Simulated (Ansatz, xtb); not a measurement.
## Two conformers of BH9Si3

We compare a, `B[SiH2][SiH2][SiH3]`, a singlet, with b, `B[SiH2][SiH2][SiH3]`, a singlet. Both are isolated molecules in the gas phase, relaxed with PBE0-D4/def2-SVP.

a (Å):

```tsv
atom	x (Å)	y (Å)	z (Å)
B	2.1116	-0.0921	-1.3084
Si	1.1287	0.9112	0.1073
Si	-0.1533	-0.8029	1.1136
Si	-1.6594	-1.6641	-0.4637
H	3.1853	-0.5979	-1.0820
H	1.5995	-0.3015	-2.3829
H	1.9843	1.5412	1.1614
H	0.1485	1.9215	-0.4038
H	-0.8942	-0.2474	2.2905
H	0.7473	-1.8973	1.5971
H	-0.8920	-2.2619	-1.6006
H	-2.5162	-0.5605	-0.9966
H	-2.5387	-2.7167	0.1314
```

b (Å):

```xyz
13

B    -0.4468   -1.7100    2.8701
Si    0.2931   -0.8970    1.2134
Si    2.4288   -1.9131    1.1534
Si    3.5959   -1.1146   -0.7173
H    -0.2342   -1.2091    3.9490
H    -1.0080   -2.7794    2.8348
H     0.5195    0.5822    1.2490
H    -0.3926   -1.2628   -0.0658
H     3.1830   -1.5878    2.4056
H     2.2803   -3.4010    1.0706
H     3.7345    0.3706   -0.6156
H     2.8265   -1.4433   -1.9564
H     4.9580   -1.7247   -0.8145
```

**Question.** Estimate which is lower in electronic energy at CCSD(T)/def2-SVP + ΔMP2/def2-TZVPP, and by roughly how much.

**Answer.** CCSD(T)/def2-SVP + ΔMP2/def2-TZVPP gives E(b) − E(a) = −0.35 kcal/mol, slightly favouring structure b, which is too small a margin to settle the true order.

The same difference at several levels:

```csv
level,geometry,E(b) − E(a) (kcal/mol),departure from the last row (kcal/mol),"job, with rough time for the two"
PBE0-D4/def2-SVP,PBE0-D4/def2-SVP,−0.32,+0.02,"optimisation, 71 s"
HF/def2-SVP,PBE0-D4/def2-SVP,−0.24,+0.11,part of the CCSD(T) run
MP2/def2-SVP,PBE0-D4/def2-SVP,−0.23,+0.11,part of the CCSD(T) run
CCSD(T)/def2-SVP,PBE0-D4/def2-SVP,−0.17,+0.18,single point
CCSD(T)/def2-SVP + ΔMP2/def2-TZVPP,PBE0-D4/def2-SVP,−0.35,,"single point, 30 s"
```

The largest departure from CCSD(T)/def2-SVP + ΔMP2/def2-TZVPP is that of CCSD(T)/def2-SVP, 0.18 kcal/mol. Levels run at GFN2-xTB geometries aren't shown. The last row adds to CCSD(T) the change of the MP2 difference between the two basis sets, here −0.18 kcal/mol.

With thermal terms from frequencies at re-optimised GFN2-xTB minima (ideal gas, soft modes damped towards free rotors, one conformer each, 298.15 K, 1 atm): on the last row, ΔE + ΔZPE = −0.32, ΔH = −0.34, ΔG = −0.20 kcal/mol.

The correlated steps freeze 16 core orbitals. Programs: Ansatz 0.2.0, xtb 6.7.1; the last row on 2 threads of Arm Neoverse V1 on a shared host.
